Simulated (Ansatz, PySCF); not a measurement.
Ge(H)2(PH2)2 (GeH₆P₂), SMILES [PH2][GeH2][PH2]. Atoms are numbered in the order given.

```xyz
9

Ge     0.0000     0.0000     0.6345
P      2.0109     0.0005    -0.5836
P     -2.0109    -0.0005    -0.5836
H      0.0008    -1.2583     1.5471
H     -0.0008     1.2583     1.5471
H      1.5553     1.0372    -1.4763
H      1.5590    -1.0441    -1.4689
H     -1.5553    -1.0372    -1.4763
H     -1.5590     1.0441    -1.4689
```
Charge 0, spin multiplicity 1.

Geometry: PBE-D3(BJ)/def2-SVP. The structure was generated by enumeration, and PubChem lists no compound with its InChIKey, so it may never have been made. The values are those of a single conformer.

Vertical ionisation energy (IE) and electron affinity (EA) in eV. Rows of orbital energies are one-electron estimates. Where ΔSCF, EOM or ADC give a negative EA the extra electron is unbound and the value depends on the basis.

| level | IE | EA |
|---|---|---|
| −ε(HOMO), −ε(LUMO), PBE0/def2-TZVPD (PySCF) | 7.09 | 0.78 |
| −ε(HOMO), −ε(LUMO), PBE/def2-TZVPD (PySCF) | [?] | [?] |
| ΔSCF, PBE0/def2-SVPD (Ansatz), final states of multiplicity 2 and 2 | 8.90 | -0.73 |
| ΔSCF, PBE/def2-SVPD (Ansatz), final states of multiplicity 2 and 2 | 8.71 | -0.59 |

Fill in the missing entries. (The exact figures need the calculation; the answer reports its results.)


- −ε(HOMO), −ε(LUMO), PBE/def2-TZVPD (PySCF), IE: 6.08
- −ε(HOMO), −ε(LUMO), PBE/def2-TZVPD (PySCF), EA: 1.58

What vertical singlet–triplet gap does ΔSCF give with PBE0/def2-SVPD (Ansatz, a quantum-chemistry and plane-wave program) and with PBE/def2-SVPD (Ansatz)? (Estimate from the structure and the level; the computed values follow.)

4.49 and 4.21 eV (triplet above singlet where positive).
